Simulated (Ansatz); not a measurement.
Reactions of C2H7AlSSi, SMILES `[AlH2][CH]1C[SiH]1S`.

Isolated molecules relaxed with PBE0-D4/def2-TZVP in Ansatz; ΔE leaves out vibrations. CCSD(T)/CBS adds triple-zeta CCSD(T) − MP2 to the extrapolated MP2 energy (def2 sets, frozen cores). This one scheme is used for every species, atoms too. Double bonds are as drawn, so ΔE can hold a change between cis and trans. Functionals use def2-TZVPP. No spin–orbit coupling; open shells (•) take unrestricted orbitals. Spin–orbit coupling would lower the free atoms: a little for Al, C, S, Si. For Ga outer-core shells are correlated without core-valence functions, so the limit isn't a true one: a few kJ/mol of doubt a bond, and 10 to 20 or more in all where bonds break to atoms. Scalar relativity is left out up to krypton. Each species was taken in one conformer, which may not be the lowest.

```
                                                                            reaction  B2PLYP (kJ/mol)
`[AlH2][C@H]1C[Si@@H]1S` + `N[SiH2][SiH3]` → `[AlH2][NH][SiH2][SiH3]` + `S[SiH]1CC1`              -87
            `[AlH2][C@H]1C[Si@@H]1S` + `CC(N)=S` → `CC(=S)[NH][AlH2]` + `S[SiH]1CC1`              -68
             `[AlH2][C@H]1C[Si@@H]1S` + `F/C=C\S` → `F/C=C/[S][AlH2]` + `S[SiH]1CC1`              -76
                             `[AlH2][C@H]1C[Si@@H]1S` → Al• + 2 C• + 7 H• + S• + Si•             3936
                             `[AlH2][C@H]1C[Si@@H]1S` + H₂ → `S[SiH]1CC1` + `[AlH3]`                5
        `[AlH2][C@H]1C[Si@@H]1S` + `[NH2][GaH2]` → `[NH2][GaH][AlH2]` + `S[SiH]1CC1`                5
                         `[AlH2][C@H]1C[Si@@H]1S` + H₂ → `[AlH2][CH]1C[SiH2]1` + H₂S               32
      `[AlH2][C@H]1C[Si@@H]1S` + `CC1=C[SiH2]1` → `CC1=C[SiH]1[AlH2]` + `S[SiH]1CC1`               17
               `[AlH2][C@H]1C[Si@@H]1S` + `N=C=CO` → `N=C=C[O][AlH2]` + `S[SiH]1CC1`             -124
```

Question: Give the CCSD(T)/CBS values in the same order. (Estimate.)

Answer: Ansatz gave: -82, -65, -77, 4002, 14, 7, 38, 19, -115 kJ/mol.

Largest T1 diagnostic: 0.018, for Al•.
